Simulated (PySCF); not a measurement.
Job file and geometry (Å, from GFN2-xTB) of an NMR shielding run on SMILES FC(F)(F)Sc1ccccc1, C7H5F3S, GIAO PBE0/pcSseg-1 NMR shielding, non-relativistic, gas phase (PySCF); density fitting, a coarse starting grid and PySCF grid level 2 are the driver's defaults:

```
{"job": {"kind": "nmr", "xc": "PBE0", "basis": "pcSseg-1"}, "charge": 0, "multiplicity": 1}
F      2.493257     1.362814     0.446646
C      2.751663     0.144641    -0.038376
F      2.428278     0.174104    -1.334514
F      4.061601    -0.052726     0.045844
S      1.845967    -1.155994     0.863901
C      0.205965    -0.571411     0.413550
C     -0.429170     0.357186     1.219778
C     -1.681705     0.817467     0.851971
C     -2.284164     0.346910    -0.303196
C     -1.639594    -0.588466    -1.095952
C     -0.387456    -1.057381    -0.738643
H      0.053793     0.716569     2.115030
H     -2.185579     1.544115     1.470573
H     -3.259784     0.711232    -0.587249
H     -2.109899    -0.955916    -1.994913
H      0.129229    -1.784198    -1.345862
```

Question: Write the output of this run.

Answer: 
```
coarse grid: 15584 points
cycle   1  E = -966.4183051329  dE =  2.075e+00  |g| = 9.320e-01  |ddm| = 4.050e+00
cycle   2  E = -966.2226812784  dE =  1.956e-01  |g| = 1.465e+00  |ddm| = 1.383e+00
cycle   3  E = -966.5789034316  dE = -3.562e-01  |g| = 5.591e-02  |ddm| = 8.135e-01
cycle   4  E = -966.5792171866  dE = -3.138e-04  |g| = 4.526e-02  |ddm| = 1.095e-01
cycle   5  E = -966.5796852564  dE = -4.681e-04  |g| = 1.646e-02  |ddm| = 6.582e-02
cycle   6  E = -966.5797559807  dE = -7.072e-05  |g| = 3.522e-03  |ddm| = 2.082e-02
cycle   7  E = -966.5797588116  dE = -2.831e-06  |g| = 9.112e-04  |ddm| = 3.824e-03
final grid: 151880 points
cycle   8  E = -966.6655359691  dE = -4.605e-05  |g| = 9.514e-03  |ddm| = 4.587e-02
cycle   9  E = -966.6655259737  dE =  9.995e-06  |g| = 1.180e-02  |ddm| = 2.229e-02
cycle  10  E = -966.6655575456  dE = -3.157e-05  |g| = 7.320e-04  |ddm| = 1.238e-02
cycle  11  E = -966.6655576244  dE = -7.880e-08  |g| = 3.974e-04  |ddm| = 9.210e-04
cycle  12  E = -966.6655576582  dE = -3.378e-08  |g| = 8.825e-05  |ddm| = 4.205e-04
cycle  13  E = -966.6655576598  dE = -1.639e-09  |g| = 4.618e-05  |ddm| = 1.433e-04
cycle  14  E = -966.6655576604  dE = -5.380e-10  |g| = 4.641e-06  |ddm| = 5.197e-05
converged SCF energy = -966.6655576604

GIAO shielding tensors (ppm)
atom      isotropic    diamagn.    paramagn.     s11        s22        s33       span
  0 F      222.770     476.482    -253.712    146.191    202.114    320.007    173.816
  1 C       45.242     244.036    -198.794     30.970     48.639     56.117     25.147
  2 F      222.769     477.135    -254.366    144.919    206.001    317.385    172.466
  3 F      240.080     465.846    -225.765    167.284    228.719    324.238    156.954
  4 S      334.856    1055.161    -720.305    121.612    332.356    550.601    428.989
  5 C       52.471     263.084    -210.613    -47.282     52.536    152.159    199.440
  6 C       42.687     250.267    -207.580    -64.051     34.024    158.088    222.139
  7 C       51.969     254.070    -202.101    -57.254     36.874    176.287    233.541
  8 C       50.262     253.455    -203.192    -62.371     32.268    180.890    243.262
  9 C       51.961     254.057    -202.096    -57.255     36.831    176.307    233.562
 10 C       42.101     250.269    -208.169    -64.851     33.684    157.469    222.320
 11 H       23.515      31.748      -8.233     19.503     21.974     29.068      9.565
 12 H       23.953      30.195      -6.243     20.418     24.400     27.041      6.623
 13 H       23.888      29.655      -5.768     20.591     24.478     26.594      6.004
 14 H       23.951      30.185      -6.234     20.426     24.392     27.036      6.610
 15 H       23.506      31.732      -8.227     19.513     21.922     29.082      9.569
```

Question: Turn these shieldings into chemical shifts. Shifts are taken against calculated references (same method and geometry level): 19F (σref 170.95) against CFCl3; 13C (σref 186.93), 1H (σref 31.72) vs TMS; 33S (σref 503.73) vs CS2.

Answer: Averaging equivalent atoms: F 0/2/3: -57.6; C 6/10: 144.5; C 1: 141.7; C 8: 136.7; C 7/9: 135.0; C 5: 134.5; S 4: 169; H 11/15: 8.21; H 13: 7.83; H 12/14: 7.76 ppm. Unscaled 19F shifts against computed CFCl3 carry errors that often reach 10 to 50 ppm.

Size and cost of the density-fitted run: 219 basis functions, 49 s wall time on 1 thread of an Arm Neoverse V1, shared host.
